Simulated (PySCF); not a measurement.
PySCF job for C4H5, SMILES [CH]=CC=C, multiplicity 2, TDA-PBE/def2-SVPD. Geometry optimised at B3LYP-D3(BJ)/def2-SVP. The isomer is the one that the SMILES or the coordinates give; other isomers of the formula were not compared. One conformer was computed; it need not be the lowest.

```python
import numpy as np
from pyscf import gto, scf, dft, tdscf

mol = gto.M(
    atom='''
    C    -0.02950647    1.93091831    0.00000000
    C     0.42590634    0.68810060    0.00000000
    C    -0.41043873   -0.51830789    0.00000000
    C     0.08023787   -1.76736212    0.00000000
    H    -0.99568671    2.43741521    0.00000000
    H     1.51335418    0.51806781    0.00000000
    H    -1.49475877   -0.36094024    0.00000000
    H     1.15849564   -1.95566989    0.00000000
    H    -0.57859842   -2.63896627    0.00000000
    ''',
    basis='def2-SVPD',
    charge=0,
    spin=1,
    max_memory=1600,
    verbose=4,
)
mf = dft.UKS(mol, xc='pbe').density_fit(auxbasis='def2-universal-jkfit')
mf.grids.level = 3
mf.conv_tol = 1e-9
mf.max_cycle = 100
mf.kernel()
fine, coarse = mf.grids, dft.Grids(mol).set(level=1).build(with_non0tab=True)
for _ in range(3):  # follow internal instabilities
    mf.grids = coarse
    mo, _, stable, _ = mf.stability(return_status=True, nroots=4)
    mf.grids = fine
    if stable:
        break
    mf.kernel(mf.make_rdm1(mo, mf.mo_occ))
mf.grids = dft.Grids(mol).set(level=1).build(with_non0tab=True)  # coarser grid for the response kernel
td = tdscf.TDA(mf)
td.nstates = 10
td.conv_tol = 1e-4
td.positive_eig_threshold = 1e-6
td.kernel(x0=td.get_init_guess(mf, 15))
td.analyze()
```

Program output:

```
PySCF version 2.14.0

[INPUT] verbose = 4
[INPUT] num. atoms = 9
[INPUT] num. electrons = 29
[INPUT] charge = 0
[INPUT] spin (= nelec alpha-beta = 2S) = 1
[INPUT] symmetry False subgroup None
[INPUT] Mole.unit = angstrom
[INPUT] Symbol           X                Y                Z      unit          X                Y                Z       unit  Magmom
[INPUT]  1 C     -0.029506470000   1.930918310000   0.000000000000 AA   -0.055759147203   3.648906774808   0.000000000000 Bohr   0.0
[INPUT]  2 C      0.425906340000   0.688100600000   0.000000000000 AA    0.804846337316   1.300321680149   0.000000000000 Bohr   0.0
[INPUT]  3 C     -0.410438730000  -0.518307890000   0.000000000000 AA   -0.775616790614  -0.979459960301   0.000000000000 Bohr   0.0
[INPUT]  4 C      0.080237870000  -1.767362120000   0.000000000000 AA    0.151627599118  -3.339830369731   0.000000000000 Bohr   0.0
[INPUT]  5 H     -0.995686710000   2.437415210000   0.000000000000 AA   -1.881575187769   4.606047198749   0.000000000000 Bohr   0.0
[INPUT]  6 H      1.513354180000   0.518067810000   0.000000000000 AA    2.859824929666   0.979006274853   0.000000000000 Bohr   0.0
[INPUT]  7 H     -1.494758770000  -0.360940240000   0.000000000000 AA   -2.824684697592  -0.682078200935   0.000000000000 Bohr   0.0
[INPUT]  8 H      1.158495640000  -1.955669890000   0.000000000000 AA    2.189239476103  -3.695680482158   0.000000000000 Bohr   0.0
[INPUT]  9 H     -0.578598420000  -2.638966270000   0.000000000000 AA   -1.093392549906  -4.986923502265   0.000000000000 Bohr   0.0

nuclear repulsion = 96.3286450117705
number of shells = 52
number of NR pGTOs = 170
number of NR cGTOs = 120
basis = def2-SVPD
ecp = {}


[settings echo left out]
init E= -155.14400905577
  alpha nocc = 15  HOMO = -0.218397922399685  LUMO = -0.127189584947904
  beta  nocc = 14  HOMO = -0.285857832228637  LUMO = -0.218397922399686

WARN: HOMO -0.218397922399685 >= LUMO -0.218397922399686

cycle= 1 E= -154.937616579045  delta_E= 0.206  |g|= 0.274  |ddm|= 3.25
  alpha nocc = 15  HOMO = -0.158922534371274  LUMO = -0.00834358612188835
  beta  nocc = 14  HOMO = -0.151926863978881  LUMO = -0.0968800466858899
  HOMO = -0.151926863979  LUMO = -0.0968800466859  gap/eV = 1.49790
cycle= 2 E= -154.868073036733  delta_E= 0.0695  |g|= 0.436  |ddm|= 1.08
  alpha nocc = 15  HOMO = -0.18200479548431  LUMO = -0.0601110639445506
  beta  nocc = 14  HOMO = -0.211269214949128  LUMO = -0.101716512715831
  HOMO = -0.182004795484  LUMO = -0.101716512716  gap/eV = 2.18476
cycle= 3 E= -154.969227588144  delta_E= -0.101  |g|= 0.151  |ddm|= 0.684
  alpha nocc = 15  HOMO = -0.208835444674213  LUMO = -0.067272881001863
  beta  nocc = 14  HOMO = -0.219220657272254  LUMO = -0.125053410006513
  HOMO = -0.208835444674  LUMO = -0.125053410007  gap/eV = 2.27983
cycle= 4 E= -154.984063176813  delta_E= -0.0148  |g|= 0.0211  |ddm|= 0.295
  alpha nocc = 15  HOMO = -0.206385225489643  LUMO = -0.0645379555295951
  beta  nocc = 14  HOMO = -0.216916670111746  LUMO = -0.118577993746073
  HOMO = -0.20638522549  LUMO = -0.118577993746  gap/eV = 2.38936
cycle= 5 E= -154.984127759081  delta_E= -6.46e-05  |g|= 0.0219  |ddm|= 0.0622
  alpha nocc = 15  HOMO = -0.207119712422297  LUMO = -0.0643794176697785
  beta  nocc = 14  HOMO = -0.216648484114924  LUMO = -0.118359942944754
  HOMO = -0.207119712422  LUMO = -0.118359942945  gap/eV = 2.41528
cycle= 6 E= -154.984396540916  delta_E= -0.000269  |g|= 0.0045  |ddm|= 0.0284
  alpha nocc = 15  HOMO = -0.207239789528947  LUMO = -0.0643429782701643
  beta  nocc = 14  HOMO = -0.216640907870315  LUMO = -0.117620777418002
  HOMO = -0.207239789529  LUMO = -0.117620777418  gap/eV = 2.43866
cycle= 7 E= -154.984416851604  delta_E= -2.03e-05  |g|= 0.00186  |ddm|= 0.0119
  alpha nocc = 15  HOMO = -0.207484720662036  LUMO = -0.0641887784630595
  beta  nocc = 14  HOMO = -0.216613743108393  LUMO = -0.117509563064076
  HOMO = -0.207484720662  LUMO = -0.117509563064  gap/eV = 2.44835
cycle= 8 E= -154.984421949532  delta_E= -5.1e-06  |g|= 0.00124  |ddm|= 0.00737
  alpha nocc = 15  HOMO = -0.207448645265707  LUMO = -0.0641002107377315
  beta  nocc = 14  HOMO = -0.216578443361302  LUMO = -0.117288930716234
  HOMO = -0.207448645266  LUMO = -0.117288930716  gap/eV = 2.45337
cycle= 9 E= -154.98442414473  delta_E= -2.2e-06  |g|= 0.00035  |ddm|= 0.00517
  alpha nocc = 15  HOMO = -0.207507429266923  LUMO = -0.0640917644895715
  beta  nocc = 14  HOMO = -0.216588987916474  LUMO = -0.117320833759591
  HOMO = -0.207507429267  LUMO = -0.11732083376  gap/eV = 2.45410
cycle= 10 E= -154.984424370463  delta_E= -2.26e-07  |g|= 0.000126  |ddm|= 0.00203
  alpha nocc = 15  HOMO = -0.207489334837581  LUMO = -0.0640836794256181
  beta  nocc = 14  HOMO = -0.216585859383735  LUMO = -0.117308634993914
  HOMO = -0.207489334838  LUMO = -0.117308634994  gap/eV = 2.45394
cycle= 11 E= -154.984424395368  delta_E= -2.49e-08  |g|= 4.44e-05  |ddm|= 0.000675
  alpha nocc = 15  HOMO = -0.207494031721808  LUMO = -0.0640938877678758
  beta  nocc = 14  HOMO = -0.216599367013154  LUMO = -0.117313967690734
  HOMO = -0.207494031722  LUMO = -0.117313967691  gap/eV = 2.45392
cycle= 12 E= -154.984424395929  delta_E= -5.62e-10  |g|= 6.08e-05  |ddm|= 0.000209
  alpha nocc = 15  HOMO = -0.207496615005003  LUMO = -0.0640918682526523
  beta  nocc = 14  HOMO = -0.216596648616525  LUMO = -0.117319258799808
  HOMO = -0.207496615005  LUMO = -0.1173192588  gap/eV = 2.45385
cycle= 13 E= -154.984424398273  delta_E= -2.34e-09  |g|= 2.32e-05  |ddm|= 0.000121
  alpha nocc = 15  HOMO = -0.207491109130371  LUMO = -0.0640896071111903
  beta  nocc = 14  HOMO = -0.216594427249387  LUMO = -0.117313339394918
  HOMO = -0.20749110913  LUMO = -0.117313339395  gap/eV = 2.45386
cycle= 14 E= -154.984424398555  delta_E= -2.82e-10  |g|= 1.41e-05  |ddm|= 6.64e-05
  alpha nocc = 15  HOMO = -0.207497258180354  LUMO = -0.0640932317500011
  beta  nocc = 14  HOMO = -0.216597925926849  LUMO = -0.117319282217317
  HOMO = -0.20749725818  LUMO = -0.117319282217  gap/eV = 2.45387
Extra cycle  E= -154.984424397948  delta_E= 6.07e-10  |g|= 3.48e-05  |ddm|= 7.16e-05
converged SCF energy = -154.984424397948  <S^2> = 0.76308693  2S+1 = 2.0130444
tot grids = 33080
uhf_internal: lowest eigs of H = [0.54397935 0.58104583 0.60597896 0.61754777]
<class 'pyscf.df.df_jk.DFUKS'> wavefunction is stable in the internal stability analysis
tot grids = 33080
Overwritten attributes  positive_eig_threshold  of <class 'pyscf.tdscf.uks.TDA'>


******** <class 'pyscf.tdscf.uks.TDA'> for <class 'pyscf.df.df_jk.DFUKS'> ********
nstates = 10
deg_eia_thresh = 1.000e-03
wfnsym = None
conv_tol = 0.0001
eigh lindep = 1e-12
eigh level_shift = 0
eigh max_cycle = 100


Excitation energies (eV)
[2.48468943 3.31971737 3.68645441 4.92528882 5.30915775 5.52899493
 5.96688747 6.13900652 6.16820852 6.25839765]

** Excitation energies and oscillator strengths **
Excited State   1:      2.48469 eV    498.99 nm  f=0.0005
      15a ->   16a      0.20287
      14b ->   15b      0.97636
Excited State   2:      3.31972 eV    373.48 nm  f=0.0000
      14a ->   16a      0.70282
      14b ->   16b      0.69993
Excited State   3:      3.68645 eV    336.32 nm  f=0.0019
      15a ->   16a      0.97523
      14b ->   15b     -0.20577
Excited State   4:      4.92529 eV    251.73 nm  f=0.0005
      13b ->   15b     -0.99148
Excited State   5:      5.30916 eV    233.53 nm  f=0.0000
      13a ->   16a      0.57234
      14a ->   17a     -0.41679
      12b ->   15b     -0.10519
      13b ->   16b     -0.48149
      14b ->   17b     -0.49477
Excited State   6:      5.52899 eV    224.24 nm  f=0.0297
      14a ->   16a      0.23731
      12b ->   15b     -0.92144
      13b ->   16b      0.12109
      14b ->   16b     -0.25032
Excited State   7:      5.96689 eV    207.79 nm  f=0.0010
      15a ->   17a     -0.99484
Excited State   8:      6.13901 eV    201.96 nm  f=0.0235
      14a ->   16a     -0.12981
      15a ->   18a     -0.96300
      14b ->   16b      0.13421
Excited State   9:      6.16821 eV    201.01 nm  f=0.2951
      14a ->   16a     -0.40536
      15a ->   18a      0.17015
      15a ->   19a     -0.65021
      10b ->   15b     -0.17483
      11b ->   15b      0.16113
      12b ->   15b     -0.24736
      13b ->   16b     -0.12509
      14b ->   16b      0.41199
      14b ->   17b      0.12788
Excited State  10:      6.25840 eV    198.11 nm  f=0.1332
      13a ->   16a      0.24454
      14a ->   16a     -0.21439
      14a ->   17a      0.27241
      15a ->   18a      0.16436
      15a ->   19a      0.65485
      10b ->   15b     -0.12488
      12b ->   15b     -0.13445
      13b ->   16b     -0.33055
      14b ->   16b      0.22932
      14b ->   17b      0.38787

** Transition electric dipole moments (AU) **
state          X           Y           Z        Dip. S.      Osc.
  1        -0.0000     -0.0000     -0.0879      0.0077      0.0005
  2        -0.0020     -0.0043     -0.0000      0.0000      0.0000
  3        -0.0000      0.0000      0.1439      0.0207      0.0019
  4         0.0000     -0.0000     -0.0645      0.0042      0.0005
  5        -0.0083     -0.0163     -0.0000      0.0003      0.0000
  6        -0.0550      0.4654     -0.0000      0.2196      0.0297
  7         0.0000     -0.0000      0.0822      0.0068      0.0010
  8         0.1689     -0.3570     -0.0000      0.1560      0.0235
  9        -0.2085     -1.3818      0.0000      1.9527      0.2951
 10         0.2869     -0.8867      0.0000      0.8686      0.1332

** Transition velocity dipole moments (imaginary part, AU) **
state          X           Y           Z        Dip. S.      Osc.
  1         0.0000      0.0000      0.0061      0.0000      0.0003
  2        -0.0035     -0.0076     -0.0000      0.0001      0.0004
  3        -0.0000      0.0000      0.0071      0.0001      0.0002
  4        -0.0000     -0.0000      0.0064      0.0000      0.0002
  5        -0.0055     -0.0094     -0.0000      0.0001      0.0004
  6        -0.0060      0.0082     -0.0000      0.0001      0.0003
  7         0.0000     -0.0000     -0.0092      0.0001      0.0003
  8         0.0205     -0.0016     -0.0000      0.0004      0.0013
  9        -0.0891     -0.0914     -0.0000      0.0163      0.0479
 10         0.0334     -0.0614      0.0000      0.0049      0.0142

** Transition magnetic dipole moments (imaginary part, AU) **
state          X           Y           Z
  1        -0.3965      0.4029      0.0000
  2         0.0000     -0.0000     -0.0235
  3        -0.1906      0.3642     -0.0000
  4        -0.1967      0.2126      0.0000
  5         0.0000     -0.0000     -0.0050
  6         0.0000      0.0000     -0.0804
  7        -0.2656      0.5053      0.0000
  8        -0.0000     -0.0000      0.3428
  9        -0.0000      0.0000     -0.4164
 10         0.0000     -0.0000      0.1102
```

The run converged.

Cost: very roughly 2.8 core-minutes.
